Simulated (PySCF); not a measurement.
**How methods differ on the ionisation energy of Ni⁺**

Ni⁺ [Ar] 3d9 [3d3/2^4 3d5/2^5, M_J = 5/2] → Ni²⁺ [Ar] 3d8 [3d3/2^4 3d5/2^4, M_J = 4], as a difference of total energies. All numbers are calculated (PySCF 2.14, the two-component X2C-1e Hamiltonian, in x2c-TZVPPall-2c (6s7p4d2f1g, 70 functions)). Correlated levels: [Ne] frozen; the 6 highest virtual spinors dropped. "Screened" scales the spin-orbit matrix elements by Boettger's factors to mimic the two-electron term; Breit and QED terms are absent.

Question: Order these methods by the ionisation energy they give, lowest first.
A. GHF (spin-free)
B. GMP2 (spin-free)
C. GMP2 (screened spin-orbit)
D. GHF (screened spin-orbit)

Answer: D (15.061 eV), A (15.112 eV), C (18.854 eV), B (18.906 eV).

Errors of the correlated levels include the incompleteness of this basis and the frozen core.

The labels give the starting determinants; with spin-orbit coupling the two ends relaxed to ⟨J²⟩ = 8.76, ⟨L²⟩ = 6.01, ⟨S²⟩ = 0.75 and ⟨J²⟩ = 20.01, ⟨L²⟩ = 12.01, ⟨S²⟩ = 2.00.

For comparison: 18.169 eV (measured; NIST Atomic Spectra Database, ionization energies).
